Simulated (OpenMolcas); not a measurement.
neutral phosphorus: effect of the active space

- Program: OpenMolcas
- Method: SS-CASPT2, IPEA 0.25 Eh, imaginary shift 0.1 Eh
- Basis: ANO-RCC-VDZP
- Scalar Hamiltonian: DKH2, point nucleus
- Spin-orbit coupling: state interaction with AMFI integrals over the reference wave functions, term energies averaged over their components

A. 3 electrons in 3 orbitals (3p); 2S+1 = 4 odd, 1 root; 2S+1 = 2 odd, 8 roots; closed shells correlated: 2s 2p 3s; CASPT2 step about 0.6 core-seconds
B. 5 electrons in 4 orbitals (3s 3p); 2S+1 = 4 odd, 1 root; 2S+1 = 2 odd, 8 roots; closed shells correlated: 2s 2p; CASPT2 step of the order of 0.8 core-seconds

Energies in eV above 3s2 3p3 4S* 3/2, the measured ground level; measured values from NIST Handbook of Basic Atomic Spectroscopic Data.

```csv
Level,A,B,Measured
3s2 3p3 4S* 3/2,0.0000,0.0000,0.0000
3s2 3p3 2D* 3/2,1.703,1.643,1.4086
3s2 3p3 2D* 5/2,1.704,1.644,1.4105
3s2 3p3 2P* 1/2,2.719,2.495,2.3213
3s2 3p3 2P* 3/2,2.720,2.495,2.3245
```

Deviations, from unrounded energies. A percentage is the sum of absolute deviations over the sum of measured energies, with the sign that they share, or ± where signs differ.

```tsv
Against measurement	Levels	A	B
mean absolute deviation (cm-1)	4	2800	1600
other terms of the ground configuration (%)	4	+18.5	+10.9
```

B lies closest to measurement on these levels. The largest miss of B in the table is 3s2 3p3 2D* 3/2, by +1900 cm-1. The ranking rests on the paired levels alone, and a cruder setting can come out closer through cancelling errors.

Between A and B the level of the table that moves most is 3s2 3p3 2P* 3/2, by 1800 cm-1 (lowest in B, highest in A). Moves below CASPT2's spread within the term are not significant.

Term energies are means over components that CASPT2 splits; among the terms shown or strongly mixed into the levels shown the widest spread is 360 cm-1 (3s2 3p3 2D*, A). Some terms miss by over 15 % even with CASPT2, which points to a basis or an active space too small for the shells correlated. With the s shell closed, the reference lacks s² → p² mixing (holds for A). No level of 3s 3p4 was computed, though it lies in the active space (holds for B). Computed and measured levels are paired by configuration, term and J; levels that our copy of the source lacks, or whose pairing is in doubt (as where it misses far off the trend of its configuration), stay unpaired and out of the deviations. Levels of configurations outside the active space are missing.

* marks odd parity.
